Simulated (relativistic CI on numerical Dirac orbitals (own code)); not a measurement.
**One change at a time: Ir⁵⁺**

Base calculation: Dirac-Coulomb-Breit CI, orbitals from a KLI potential per configuration, model QED, valence Slater integrals scaled by 0.85, P86 correlation energy added to each configuration.

Configuration list (outside the closed core [Kr] 4d10 4f14 5s2): 5p6 5d4, 5p6 5d3 6s, 5p6 5d3 5f, 5p6 5d3 6p, 5p6 5d2 6s2, 5p6 5d3 5g, 5p5 5d5, 5p6 5d2 5f2, 5p6 5d3 6d, 5p6 5d2 6s 6p, 5p6 5d3 7s, 5p6 5d3 7p, 5p6 5d3 6f, 5p6 5d3 7d, 5p6 5d2 6p2, 5p6 5d2 6s 6d. Levels of other configurations are missing.

The lowest level and the first level of each name with at least 55 % of one term (blank where a level has no safe partner in the second run):

| Level | Base (cm⁻¹) | Shift (cm⁻¹) |
| --- | --- | --- |
| 5p6 5d4 5D_0 | 0.0 | 0.0 |
| 5p6 5d4 5D_1 | 5334.6 | +0.5 |
| 5p6 5d4 5D_2 | 9823.0 | +0.9 |
| 5p6 5d4 5D_3 | 13205.1 | +0.9 |
| 5p6 5d4 5D_4 | 15245.2 | +0.6 |
| 5p6 5d4 3H_4 | 23412.2 | +0.5 |
| 5p6 5d4 3G_3 | 27453.1 | -0.2 |
| 5p6 5d4 3F_2 | 28043.5 | -1.8 |
| 5p6 5d4 3P_1 | 28746.3 | -2.6 |
| 5p6 5d4 3H_5 | 29206.9 | +0.4 |
| 5p6 5d4 3H_6 | 31794.5 | +0.4 |
| 5p6 5d4 3G_4 | 34438.5 | -0.1 |
| 5p6 5d4 3G_5 | 42907.3 | -0.1 |
| 5p6 5d4 3D_1 | 44554.2 | -1.1 |
| 5p6 5d4 1I_6 | 45184.1 | +0.4 |
| 5p6 5d4 1S_0 | 50723.5 | -2.0 |
| 5p6 5d4 1F_3 | 53564.8 | -2.1 |
| 5p6 5d3 6s 5F_1 | 113638.2 | -516.4 |
| 5p6 5d3 6s 5F_2 | 116592.0 | -515.7 |
| 5p6 5d3 6s 5F_3 | 121925.5 | -516.5 |
| 5p6 5d3 6s 5F_4 | 126863.6 | -516.5 |
| 5p6 5d3 6s 5F_5 | 130774.0 | -516.1 |

At this charge configurations can still be misplaced by up to about 7 % of their energy. Levels and lines within the n = 5 or 6 shells can be off by up to 10 % or somewhat more, and those that change n by about 2 %, since core polarisation is missing.

(1) One thing was changed in a second run, which moved the levels as shown. Which?
A. valence Slater integrals scaled by 0.75
B. Breit term removed
C. self-excluded LDA correlation estimate
D. QED terms removed
E. configuration mixing switched off

## Answers

(1) C. Self-excluded LDA correlation estimate. A correlation estimate moves all levels of a configuration together before mixing; mixed levels move by a weighted share.

LS names give the leading component of a level, which can be under half, so a name can repeat, a term be missing and a line seem to break the LS rules.
